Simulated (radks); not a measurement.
Task: The mean radii <r> (bohr) of the occupied orbitals of an atom or ion are listed with their occupations. Method: scalar-relativistic Kohn-Sham, LDA (Slater exchange, Perdew-Wang correlation), spin-polarised, spherical densities, finite nucleus; Fermi nuclear charge, rms radius of each element as measured or else 0.836 A^(1/3) + 0.57 fm; computed with a radial shooting solver on a logarithmic mesh with Libxc functionals.

orbital  occ.      <r>
1s up       1  0.05628
1s down     1  0.05628
2s up       1   0.2561
2s down     1   0.2559
2p up       3   0.2253
2p down     3   0.2251
3s up       1   0.7788
3s down     1   0.7802
3p up       3   0.8235
3p down     3   0.8262
3d up       5    1.120
3d down     3    1.166
7p up       1    31.94

Name the element and its charge. Open shells, if any, are filled with parallel spins first.

Result: Z = 27, cobalt, charge 0: Co in [Ar] 3d8 7p1. The 1s radius gives Z: for a bare nucleus <r> = (2 gamma + 1)/(2Z) with gamma = sqrt(1 - (Z/c)^2), 0.05483 bohr for Z = 27, and screening makes it slightly larger (0.05628 here). The occupations add up to 27, and the charge is Z minus that.
